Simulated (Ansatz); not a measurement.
silole (C₄H₆Si), singlet, geometry from GFN2-xTB, with bond 8-3 at 2.4 times its length; CASSCF(4,5)/6-31G (Ansatz, a quantum-chemistry and plane-wave program).

The Ansatz input:
Ansatz 0.2 input:
```yaml
crystal:
  periodic: [false, false, false]
  atoms:
    - {symbol: C, position_ang: [-1.20737947, 0.78260171, -0.41416711]}
    - {symbol: C, position_ang: [0.02579282, 1.28935539, -0.30051209]}
    - {symbol: Si, position_ang: [1.21382461, -0.07057440, 0.24673596]}
    - {symbol: C, position_ang: [-0.23687479, -1.27708263, 0.25760514]}
    - {symbol: C, position_ang: [-1.35234148, -0.63377398, -0.10615123]}
    - {symbol: H, position_ang: [-2.07591693, 1.35358422, -0.71399910]}
    - {symbol: H, position_ang: [0.24370823, 2.32449497, -0.50440281]}
    - {symbol: H, position_ang: [2.59844257, 0.47953786, 3.42800899]}
    - {symbol: H, position_ang: [2.23169303, -0.39251254, -0.75461857]}
    - {symbol: H, position_ang: [-0.23217128, -2.32516575, 0.50674795]}
    - {symbol: H, position_ang: [-2.32678878, -1.09760136, -0.18094554]}
basis:
  gaussian:
    orbitals: 6-31G
hamiltonian:
  xc: hf
magnetization: {spin_polarized: false}
correlation: {active_space: {window: {electrons: 4, orbitals: 5}}}
```

Question: What does Ansatz print? Leave out banner, timings and long lists.

Answer: 
```
Functional definition: HF
840 factors; integrals over basis functions are off by at most 2.4e-4 eV
mean field evaluation 1: about -12066.4440 eV, gradient 2.6e1 eV
mean field evaluation 2: about -12066.4521 eV, gradient 2.6e1 eV
mean field evaluation 4: about -12068.9281 eV, gradient 2.9e0 eV
mean field evaluation 8: about -12068.9693 eV, gradient 6.2e-4 eV
mean field evaluation 16: about -12062.0946 eV, gradient 7.4e-2 eV
mean field evaluation 32: about -12062.3518 eV, gradient 3.0e0 eV
mean field -12068.96928831 eV, -443.5264407043 hartree, gradient 1.4e-6 eV, S^2 0.000000; 6 other end points of the search recorded, 0 dependent functions left out
reference -12068.96928831 eV, -443.5264407043 hartree; 22, 22 occupied and 39, 39 virtual orbitals, 840 factors
state -12072.53548348 eV, -443.6574959593 hartree
Total energy: -12072.53548348 eV, -443.6574959593 hartree
```
